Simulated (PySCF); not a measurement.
Geometries of 5 isomers of C3H7NOSi, from PBE0-D3(BJ)/def2-SVP geometry optimisation, gas phase (PySCF 2.14.0). One conformer each, no zero-point energy, no frequencies.

Question: Which isomer lies lowest at this level?
A.
```xyz
13
angstrom
C     -1.945   -0.257   -0.751
C     -0.616   -0.621   -0.137
O      0.133    0.561    0.084
Si     1.632    0.615    0.765
C      2.788   -0.430   -0.264
N      3.474   -1.099   -0.918
H     -1.796    0.260   -1.710
H     -2.508    0.413   -0.083
H     -2.548   -1.160   -0.930
H     -0.055   -1.299   -0.807
H     -0.765   -1.158    0.819
H      1.668    0.039    2.138
H      2.113    2.014    0.721
```
B.
```xyz
13
angstrom
C      2.178   -0.277    0.180
O      0.862   -0.460   -0.276
Si    -0.507   -0.176    0.605
C     -1.982   -0.388   -0.491
C     -0.433    1.597    1.203
N     -0.364    2.699    1.561
H      2.368    0.772    0.468
H      2.869   -0.540   -0.634
H      2.406   -0.922    1.047
H     -0.546   -1.007    1.843
H     -2.020   -1.416   -0.883
H     -2.911   -0.190    0.064
H     -1.925    0.308   -1.340
```
C.
```xyz
13
angstrom
C      2.100    0.511    0.745
C      1.138   -0.421    0.710
Si     0.035   -0.724   -0.774
C     -1.715    0.057   -0.513
N     -1.856    0.932    0.514
O     -2.616   -0.230   -1.278
H      2.331    1.133   -0.127
H      2.708    0.690    1.639
H      0.965   -1.014    1.619
H      0.633   -0.075   -1.978
H     -0.172   -2.180   -1.013
H     -1.080    1.160    1.121
H     -2.753    1.384    0.659
```
D.
```xyz
13
angstrom
O      2.232    1.277    1.120
C      2.373    0.240    0.515
N      1.391   -0.308   -0.255
Si    -0.149    0.540   -0.418
C     -1.607   -0.556   -0.725
C     -1.548    0.081    0.690
H      3.322   -0.348    0.539
H      1.596   -1.178   -0.735
H     -0.036    1.878   -1.035
H     -2.417   -0.215   -1.379
H     -1.477   -1.643   -0.772
H     -2.320    0.821    0.930
H     -1.354   -0.606    1.522
```
E.
```xyz
13
angstrom
C     -1.654   -1.195    0.682
N     -0.566   -0.560    0.556
C     -0.347    0.331   -0.500
C     -1.246    1.198   -0.992
O      0.926    0.290   -0.933
Si     2.136   -0.546   -0.086
H     -2.485   -1.117   -0.042
H     -1.789   -1.857    1.548
H     -0.949    1.907   -1.765
H     -2.262    1.229   -0.600
H      3.348   -0.275   -0.907
H      1.889   -2.016   -0.051
H      2.327   -0.006    1.288
```

Answer: B. That is `CO[Si@H](C)C#N`, 9.0 kcal/mol below the next.

```tsv
SMILES	atoms numbered as above	E (Eh)	relative (kcal/mol)	relative (kJ/mol)	dipole (D)
CO[Si@H](C)C#N	[CH3:1][O:2][Si@H:3]([CH3:4])[C:5]#[N:6]	-537.35091	0.0	0.0	3.13
CCO[SiH2]C#N	[CH3:1][CH2:2][O:3][SiH2:4][C:5]#[N:6]	-537.33663	9.0	37.5	3.11
O=CN[SiH]1CC1	[O:1]=[CH:2][NH:3][SiH:4]1[CH2:5][CH2:6]1	-537.32555	15.9	66.6	3.31
C=C[SiH2]C(N)=O	[CH2:1]=[CH:2][SiH2:3][C:4]([NH2:5])=[O:6]	-537.31188	24.5	102.5	4.22
C=NC(=C)O[SiH3]	[CH2:1]=[N:2][C:3](=[CH2:4])[O:5][SiH3:6]	-537.29827	33.0	138.2	2.17
```

As drawn, the lowest has a C≡N group and an Si–C bond, which the highest lacks; the highest has a C=N bond and a C=C bond outside aromatic rings, which the lowest lacks.
